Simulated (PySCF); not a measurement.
Fractional electron number in V+ (vanadium, charge +1)

The 3d alpha orbital of [Ar] 3d4 is emptied in steps (occupation f), with all orbitals relaxed, ending at [Ar] 3d3. Computed with PySCF 2.14 in aug-cc-pVTZ (8s7p5d3f2g, 93 functions), with no relativity, point nucleus. The exact energy is a straight line in f; departures are measured from the line between the end points of the same method.

```
  f  LDA (eV)
  1     0.000
0.9    -0.544
0.7    -1.293
0.5    -1.566
0.3    -1.338
0.1    -0.582
  0     0.000
```

Problem. For LDA, how does the orbital energy at f = 1 compare with the removal energy?

Solution. −ε = 9.852 eV against a total-energy difference of 15.833 eV. By Janak's theorem ε = ∂E/∂f, so the gap between them reflects the curvature. Along the path −ε is 10.948 (f = 0.9), 13.252 (f = 0.7), 15.699 (f = 0.5), 18.274 (f = 0.3), 20.964 (f = 0.1) eV.

Reference removal energy between the ground levels: 14.634 ± 0.007 eV (measured; NIST Atomic Spectra Database, ionization energies). The calculation has no spin-orbit coupling. The determinant left behind need not be the lowest term of the ion.
